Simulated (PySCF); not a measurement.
Stepwise substitution at one centre (Si OH-NH2). Isolated molecules, 0 K electronic values unless said otherwise. One relaxed conformer stands for each flexible species; it need not be the lowest. Strings in code marks are SMILES.

The HOMO–LUMO gap from two functionals at the same geometries (B3LYP-D3(BJ)/def2-TZVP), both in PySCF: PBE-D3(BJ)/def2-TZVP and B3LYP-D3(BJ)/def2-TZVP. B3LYP has the VWN-RPA correlation part, as in Gaussian. 

```
species                                     PBE-D3(BJ)/def2-TZVP (eV)
------------------------------------------  -------------------------
0 of 4 OH replaced by NH2                                        6.88
1 of 4 OH replaced by NH2                                        5.75
2 of 4 OH replaced by NH2                                        5.68
3 of 4 OH replaced by NH2 (`N[Si](N)(N)O`)                       5.51
4 of 4 OH replaced by NH2                                        5.25
```

What does B3LYP-D3(BJ)/def2-TZVP give for each?


- 0 of 4 OH replaced by NH2: 8.88
- 1 of 4 OH replaced by NH2: 7.51
- 2 of 4 OH replaced by NH2: 7.39
- 3 of 4 OH replaced by NH2 (`N[Si](N)(N)O`): 7.20
- 4 of 4 OH replaced by NH2: 6.92
Over these rows, drawn at random from the members with no instability flagged (it was tested for open shells, ions and some series alone), PBE minus B3LYP-D3(BJ): mean -1.77 eV, from -2.00 eV to -1.66 eV.
